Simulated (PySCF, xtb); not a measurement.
GaF, SMILES [F][Ga] (connectivity only; charge and spin as stated), neutral, multiplicity 1.

Harmonic wavenumbers (cm⁻¹) from GFN2-xTB in xtb at its own minimum, in rising order: 413.

Problem. What does PBE-D3(BJ)/def2-TZVPD run with PySCF give at its own minimum? (The exact figures need the calculation; the answer reports its results.)

Solution. 579. Paired by order, the mean absolute difference is 166 cm⁻¹ and the zero-point energies are 0.6 and 0.8 kcal/mol.
